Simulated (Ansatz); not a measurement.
Isolated molecules relaxed with PBE0-D4/def2-TZVP in Ansatz; ΔE leaves out vibrations. CCSD(T)/CBS adds triple-zeta CCSD(T) − MP2 to the extrapolated MP2 energy (def2 sets, frozen cores). Each species was taken in one conformer, which may not be the lowest.

`N[SiH2]NCO` → `NC(O)N[SiH3]`  (isomerisation)

```json
{"species": "`N[SiH2]NCO`", "MP2/CBS(def2) energy (Eh)": "-516.49580"}
{"species": "`NC(O)N[SiH3]`", "MP2/CBS(def2) energy (Eh)": "-516.45537"}
```

(1) Work out ΔE.

Largest T1 diagnostic among the species: 0.011.

Results:

(1) ΔE = (-516.45537) − (-516.49580) = 0.04043 Eh = +25.4 kcal/mol. CCSD(T)/CBS gives +24.1 kcal/mol.
